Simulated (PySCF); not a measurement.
## TeF at r²SCAN

Computed with r²SCAN; basis Te def2-SVP with ECP28, F def2-SVP; scalar-relativistic core potentials; PySCF 2.14.

| Item | Value |
| --- | --- |
| state | ²Π (doublet), unpaired electrons π ↑ |
| bond length | 194.7 pm |
| harmonic wavenumber | 622 cm⁻¹ |
| force constant | 3.77 mdyn/Å |
| rotational constant Be | 0.2684 cm⁻¹ |
| anharmonicity ωexe | 2.71 cm⁻¹ |
| vibration–rotation constant αe | 0.00158 cm⁻¹ |
| well depth De to Te + F | 3.32 eV |
| dissociation energy D0 | 3.29 eV |
| bond order (Mayer) | 0.96 |
| dipole moment (positive dipole means Te(−)F(+)) | -2.22 D |

These are scalar-relativistic numbers at best; spin–orbit coupling would shift them, the dissociation energy most. The state is the lowest determinant that a PBE0 search found; another state may lie lower at other levels.
